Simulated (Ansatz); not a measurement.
CH$_{9}$AlOSi$_{2}$, SMILES `[SiH3]C[O][AlH][SiH3]`, relaxed with RKS PBE-D4/def2-SVP in the Gaussian-basis code of Ansatz from a rough embedded geometry. The force threshold is 0.03 eV/Å; the program also tests the step.

Charge 0, multiplicity 1.

Start:

```xyz
14

Si    0.096    1.200   -2.330
C     0.339   -0.318   -1.360
O    -0.834   -0.623   -0.695
Al   -0.861    0.018    1.123
Si    0.071   -1.197    2.830
H     1.349    1.536   -3.111
H    -1.022    1.095   -3.237
H    -0.118    2.371   -1.391
H     1.200   -0.224   -0.674
H     0.526   -1.125   -2.074
H    -1.491    1.523    1.320
H    -0.680   -2.460    2.997
H     1.496   -1.409    2.526
H    -0.072   -0.388    4.075
```

(1) By how much does the energy fall, and how many steps does the optimiser take? (An estimate is asked.)

(2) Which bonds change most? (An estimate is asked.)

(3) Give the relaxed structure. (An estimate is asked.)

Results:

(1) Ansatz gave: 102.92 kJ/mol, in 44 steps, 2 of them rejected.

(2) The calculation gave: O3–Al4 from 1.928 to 1.728 Å; Al4–Si5 from 2.293 to 2.460 Å; Si1–C2 from 1.818 to 1.913 Å; Si1–H7 from 1.444 to 1.504 Å.

(3) The calculation gave: 
```xyz
14

Si    0.653    1.191   -1.762
C    -0.183   -0.520   -1.568
O    -1.319   -0.406   -0.735
Al   -1.575   -0.354    0.974
Si    0.378   -0.609    2.448
H     1.899    1.113   -2.606
H    -0.309    2.173   -2.371
H     1.015    1.674   -0.379
H     0.570   -1.243   -1.169
H    -0.489   -0.909   -2.566
H    -3.099   -0.139    1.386
H     0.148   -1.637    3.530
H     1.606   -1.027    1.676
H     0.704    0.693    3.139
```
